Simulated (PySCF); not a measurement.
**How methods differ on the excitation energy of Be**

Be [He] 2s2 (1S) → Be [He] 2s1 3d1 (3D), as a difference of total energies. All numbers are calculated (PySCF 2.14, the non-relativistic Hamiltonian (point nucleus), in aug-pcseg-2 (5s3p2d, 24 functions)). Correlated levels: valence: 1s2 frozen. The calculations carry no spin-orbit coupling.

| method | excitation energy (eV) |
| --- | --- |
| UHF | 7.130 |
| LDA | 7.503 |
| PBE | 7.376 |
| PBE0 | 7.488 |
| r2SCAN | 7.381 |
| CAM-B3LYP | 7.903 |
| wB97M-V | 8.014 |
| BP86 | 7.395 |
| PBEsol | 7.336 |
| MP2 (valence) | 7.768 |
| SCS-MP2 (valence) | 7.915 |

Q: How much does correlation contribute at MP2 (valence)?

A: 7.768 − (7.130) = 0.638 eV, measured against UHF.

The promoted electron is Rydberg-like, and one or two diffuse shells describe it only roughly, which tends to raise the upper state.
